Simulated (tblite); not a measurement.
C14H12SSi.
Numbering: `[SiH3:1][c:2]1[cH:3][cH:4][c:5]2[c:6]([cH:7]1)[CH2:8][c:9]1[cH:10][c:11]([CH:12]=[S:13])[cH:14][cH:15][c:16]1-2` (hydrogens: H17, H18, H19 on Si1; H20 on C3; H21 on C4; H22 on C7; H23, H24 on C8; H25 on C10; H26 on C12; H27 on C14; H28 on C15)

Computed geometry: GFN2-xTB, gas phase.

Task: What internal coordinates does the optimisation give?

Result: 
```json
{"bond": "Si1–C2", "length (bohr)": "3.568", "order": "single"}
{"bond": "C2–C3", "length (bohr)": "2.637", "order": "aromatic"}
{"bond": "C3–C4", "length (bohr)": "2.612", "order": "aromatic"}
{"bond": "C4–C5", "length (bohr)": "2.622", "order": "aromatic"}
{"bond": "C5–C6", "length (bohr)": "2.655", "order": "aromatic"}
{"bond": "C6–C7", "length (bohr)": "2.602", "order": "aromatic"}
{"bond": "C6–C8", "length (bohr)": "2.838", "order": "single"}
{"bond": "C8–C9", "length (bohr)": "2.837", "order": "single"}
{"bond": "C9–C10", "length (bohr)": "2.591", "order": "aromatic"}
{"bond": "C10–C11", "length (bohr)": "2.657", "order": "aromatic"}
{"bond": "C11–C12", "length (bohr)": "2.705", "order": "single"}
{"bond": "C12=S13", "length (bohr)": "3.082", "order": "double"}
{"bond": "C11–C14", "length (bohr)": "2.656", "order": "aromatic"}
{"bond": "C14–C15", "length (bohr)": "2.604", "order": "aromatic"}
{"bond": "C15–C16", "length (bohr)": "2.626", "order": "aromatic"}
{"bond": "C2–C7", "length (bohr)": "2.637", "order": "aromatic"}
{"bond": "C9–C16", "length (bohr)": "2.663", "order": "aromatic"}
{"bond": "C5–C16", "length (bohr)": "2.733", "order": "single"}
{"bond": "Si1–H17, Si1–H18, Si1–H19", "length (bohr)": "2.767", "order": "single"}
{"bond": "C3–H20", "length (bohr)": "2.043", "order": "single"}
{"bond": "C4–H21", "length (bohr)": "2.041", "order": "single"}
{"bond": "C7–H22", "length (bohr)": "2.043", "order": "single"}
{"bond": "C8–H23, C8–H24", "length (bohr)": "2.065", "order": "single"}
{"bond": "C10–H25", "length (bohr)": "2.041", "order": "single"}
{"bond": "C12–H26", "length (bohr)": "2.055", "order": "single"}
{"bond": "C14–H27", "length (bohr)": "2.042", "order": "single"}
{"bond": "C15–H28", "length (bohr)": "2.040", "order": "single"}
```

Bonds in one row agree within 0.02 bohr and their mean is given. Orders are formal, as drawn. A selection of angles:
```json
{"angle": "Si1–C2–C3", "degrees": "120.5"}
{"angle": "Si1–C2–C7", "degrees": "120.7"}
{"angle": "C3–C2–C7", "degrees": "118.8"}
{"angle": "C2–C3–C4", "degrees": "122.0"}
{"angle": "C3–C4–C5", "degrees": "118.5"}
{"angle": "C4–C5–C6", "degrees": "120.4"}
{"angle": "C4–C5–C16", "degrees": "131.1"}
{"angle": "C6–C5–C16", "degrees": "108.6"}
{"angle": "C5–C6–C7", "degrees": "120.3"}
{"angle": "C5–C6–C8", "degrees": "110.2"}
{"angle": "C7–C6–C8", "degrees": "129.5"}
{"angle": "C2–C7–C6", "degrees": "120.0"}
{"angle": "C6–C8–C9", "degrees": "102.6"}
{"angle": "C8–C9–C10", "degrees": "129.3"}
{"angle": "C8–C9–C16", "degrees": "110.1"}
{"angle": "C10–C9–C16", "degrees": "120.6"}
{"angle": "C9–C10–C11", "degrees": "119.2"}
{"angle": "C10–C11–C12", "degrees": "121.1"}
{"angle": "C10–C11–C14", "degrees": "119.6"}
{"angle": "C12–C11–C14", "degrees": "119.3"}
{"angle": "C11–C12–S13", "degrees": "125.8"}
{"angle": "C11–C14–C15", "degrees": "121.2"}
{"angle": "C14–C15–C16", "degrees": "118.7"}
{"angle": "C9–C16–C15", "degrees": "120.6"}
{"angle": "C5–C16–C15", "degrees": "130.8"}
{"angle": "C5–C16–C9", "degrees": "108.6"}
```

Torsions: C5–C6–C8–C9 0° (synperiplanar); C6–C8–C9–C10 180° (antiperiplanar); C10–C11–C12–S13 0° (synperiplanar); C4–C5–C16–C15 0° (synperiplanar). The mirror-image conformer, all signs reversed, is as good.

The 6-membered ring C9–C10–C11–C14–C15–C16 has internal angles of 118.7° to 121.2°; it is planar, 0.00 Å rms from its mean plane, widest ring torsion 0°. The 16 C–C bonds span 1.371 Å (C9–C10, aromatic) to 1.502 Å (C6–C8, drawn single), a spread of 0.131 Å. The 16 heavy atoms lie in one plane (0.003 Å rms). The 5-membered ring C5–C6–C8–C9–C16 has internal angles of 102.6° to 110.2°; it is planar, 0.00 Å rms from its mean plane, widest ring torsion 0°. The 6-membered ring C2–C3–C4–C5–C6–C7 has internal angles of 118.5° to 122.0°; it is planar, 0.00 Å rms from its mean plane, widest ring torsion 0°. Of the pairs four or more bonds apart, S13···H25 is among the closest relative to their van der Waals radii: 2.70 Å, 90 % of the sum of Bondi's values. Si1 (SiH3 silicon) is tetrahedral (angles from 108.6° to 110.4°).

Its lowest GFN2-xTB frequency is 6i cm⁻¹, too small to tell a flat minimum from a shallow saddle. The numbers are those of one conformer.
